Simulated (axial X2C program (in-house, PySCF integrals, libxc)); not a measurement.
# Nuclear properties of LiLa⁺

Calculated with an in-house all-electron X2C program for linear molecules (integrals from PySCF): two-component X2C with atomic mean-field Coulomb and Gaunt terms, Gaussian nuclei, basis La dyall-cv3z, Li dyall-cv3z with contracted cores.

R = 3.112 Å (near the PBE0 minimum at charge 1 of the determinant lowest at the starting distance; the state shown can have its own minimum elsewhere).

Input and command:
```json
{"zs": [57, 3], "q": 1, "bas": ["dyall-cv3z", "dyall-cv3z"], "r0": 3.13, "levels": ["PBE0", "HF", "BP86", "BHandHLYP", "PBE50"], "nst": 3}
```
```bash
python soeom.py task.json out
```

Keys: zs atomic numbers; q charge; bas basis sets; r0 starting distance in Å; levels methods; nst determinants followed.

Determinant lowest in the PBE0 search, Ω = 3/2 (⟨Sz⟩ = 1.49, ⟨Lz⟩ = 0.01 at PBE0), spin on the atoms La 1.22, Li 0.27:

```
    level  Eeff magnitude (GV/cm)  Ws magnitude La (kHz)  A∥/gI La (MHz)  qzz La (a.u.)  A∥/gI Li (MHz)  qzz Li (a.u.)
     PBE0                     6.9                    3.3             835          -1.80            34.2           0.00
       HF                    9.91                   4.77             448          -1.69            37.8           0.00
     BP86                    5.72                   2.74             956          -2.02            31.7           0.00
BHandHLYP                    1.82                  0.907             206           0.72          -0.573          -0.01
    PBE50                    7.86                   3.76             736          -1.73            36.1          -0.01
```

Determinant 0.26 eV from it at PBE0 and this distance, Ω = 1/2 (⟨Sz⟩ = 0.47, ⟨Lz⟩ = 0.03 at PBE0), spin on the atoms La 0.54, Li -0.06:

```csv
level,Eeff magnitude (GV/cm),Ws magnitude La (kHz),A∥/gI La (MHz),qzz La (a.u.),A∥/gI Li (MHz),qzz Li (a.u.)
PBE0,1.87,2.48,2460,-2.10,-17.1,-0.02
HF,4.96,7.13,2820,-1.58,-50.6,-0.01
BP86,1.62,2.1,2620,-2.29,-8.17,-0.02
BHandHLYP,1.49,1.8,1870,-1.76,-9.52,-0.02
PBE50,1.86,2.46,2480,-1.91,-24.6,-0.02
```

Eeff is the effective electric field on the electron electric dipole moment in this Ω state and Ws the scalar–pseudoscalar constant of the nucleus named (defined with the proton number Z and per Ω); A∥ (defined per Ω) follows by multiplying with gI = μI/(I μN); qzz is the electric field gradient, eQq0 = 234.96 MHz × Q/barn × qzz. The operators were transformed with the bare-nucleus X2C matrices; with these basis sets, hyperfine constants and field gradients can be off by tens of per cent, and where levels differ in sign neither size nor sign is settled.

Each state is one determinant with collinear spin, which with several unpaired electrons need not be a pure state. Unrestricted Hartree–Fock can overshoot spin polarisation at the nuclei. In the state Ω = 1/2 the sign of Eeff differs between levels (HF against PBE0). This is the top spin component of a Σ state; components of lower Ω are not single determinants and can lie lower. With several open shells hyperfine constants can be off by a factor of several. Where Eeff spreads by more than a factor of two the levels disagree and none is to be relied on. States lie within half an eV, so the first need not be the ground state. The sign of Ws at La differs between levels in the second state. Further determinants of the search, some of them spin-mixed, are not shown. Where a field gradient or hyperfine factor spreads by more than a factor of two over the levels, a constant derived from it is not to be relied on. PBE0 term energies can be off by some tenths of an eV.
